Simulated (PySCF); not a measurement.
Si(F)(H)2(OAc) (C2H5FO2Si), SMILES C(C)(=O)O[SiH2]F. The structure is a stationary point at PBE-D3(BJ)/def2-SVP. Other conformers were not sampled.

All values below come from PBE-D3(BJ)/def2-SVP run with PySCF.

Harmonic wavenumbers (cm⁻¹): 86, 97, 108, 155, 233, 377, 560, 585, 665, 745, 778, 852, 882, 898, 957, 977, 1011, 1270, 1348, 1385, 1393, 1737, 2228, 2252, 2995, 3079, 3131. Rotational constants (GHz): 7.812, 1.621, 1.378; symmetry number 1.

Problem. Work out the zero-point energy and the ideal-gas rigid-rotor harmonic-oscillator thermochemistry at 298.15 K and 1 atm.

Solution. ZPE = ½ Σ hcν = ½ × 30782 cm⁻¹ = 184.12 kJ/mol. H − E(el) = 206.36 kJ/mol. Entropy in J/(mol K): translation 167.16, rotation 114.28, vibration 78.58, total 360.01. G − E(el) = 99.03 kJ/mol. Cp = 112.40 J/(mol K). Modes under 150 cm⁻¹ make the vibrational entropy uncertain.
